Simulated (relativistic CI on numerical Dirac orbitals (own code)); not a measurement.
Computed by Dirac-Coulomb-Breit CI, separate exchange-only KLI orbitals for each configuration, a model potential for QED, unscaled Slater integrals (own radial code, finite nucleus).

Configuration list (outside the closed core [Ne]): 3s2.3p4, 3s.3p5, 3s2.3p3.3d, 3p6, 3s.3p4.3d, 3p5.3d, 3s.3p3.3d2, 3s2.3p2.3d.4p, 3p5.4s, 3s.3p3.3d.4s, 3s2.3p3.4s, 3p5.4p, 3s2.3p3.4p, 3s2.3p3.4d, 3p4.3d.4p, 3s.3p4.4s, 3s2.3p3.4f, 3s.3p4.4p, 3s.3p4.4d, 3s.3p4.4f, 3s2.3p3.5s, 3s2.3p3.5p, 3s2.3p2.4s.4p, 3s2.3p3.5d, 3s2.3p3.5f, 3s2.3p3.5g, 3s.3p3.4s2, 3s.3p4.5s, 3s2.3p2.3d2, 3s2.3p.3d3, 3s.3p2.3d3, 3s2.3p.3d2.4s, 3s2.3p.3d2.4p, 3s2.3p.3d2.4d, 3p4.3d2, 3p3.3d3, 3p3.3d2.4s, 3p3.3d2.4p, 3p3.3d2.4d, 3s2.3p2.3d.4s, 3s.3p2.3d2.4s, 3s2.3p.3d.4s2, 3s2.3p.3d.4s.4p, 3s2.3p.3d.4s.4d, 3p4.3d.4s, 3p3.3d.4s2, 3p3.3d.4s.4p, 3p3.3d.4s.4d, 3s2.3p2.4s2, 3s.3p2.3d.4s2, 3s2.3p.4s2.4p, 3s2.3p.4s2.4d, 3s2.3p2.4p2, 3s2.3p.3d.4p2, 3s.3p2.3d.4p2, 3s2.3p.4s.4p2, 3s2.3p.4p3, 3s2.3p.4p2.4d, 3s.3p3.4s.4p, 3s.3p2.3d.4s.4p, 3s.3p2.4s2.4p, 3s.3p2.4s.4p2, 3s.3p2.4s.4p.4d. Double excitations out of closed p, d and f shells are left out; levels of such configurations are missing from the list, as are those of other unlisted configurations, and high levels can miss mixing partners. These lack a partner that the ground configuration has and come out too high: 3s2.3p3.4f, 3s.3p4.4p, 3s.3p4.4d, 3s.3p4.4f, 3s2.3p3.5s.

At this charge energies of transitions that change n are usually good to better than 1 %, and those within a shell (Δn = 0) to a few per cent.

Outline of the computed level scheme of Yb LV. Lowest level of each configuration: 3s2.3p4 3P_2 at 0.000 eV; 3s2.3p3.3d 3D°_2 at 218.678 eV; 3s.3p5 3P°_2 at 434.390 eV; 3s2.3p2.3d2 3F_2 at 446.888 eV.

Some strong electric-dipole decays among the lowest 45 levels: 3s2.3p3.3d 3S°_1 → 3s2.3p4 3P_2 (3.3e+12 s⁻¹); 3s2.3p3.3d 3P°_2 → 3s2.3p4 3P_2 (2.9e+12 s⁻¹); 3s2.3p3.3d 3D°_1 → 3s2.3p4 1S_0 (2.8e+12 s⁻¹); 3s2.3p3.3d 3D°_3 → 3s2.3p4 3P_2 (2.1e+12 s⁻¹); 3s2.3p3.3d 3D°_1 → 3s2.3p4 3P_2 (6.0e+11 s⁻¹); 3s.3p5 3P°_2 → 3s2.3p4 3P_2 (5.5e+11 s⁻¹); 3s2.3p3.3d 1F°_3 → 3s2.3p4 1D_2 (5.2e+11 s⁻¹); 3s.3p5 1P°_1 → 3s2.3p4 3P_2 (4.4e+11 s⁻¹).

LS names give the leading component of a level, which can be under half, so a name can repeat, a term be missing and a line seem to break the LS rules.
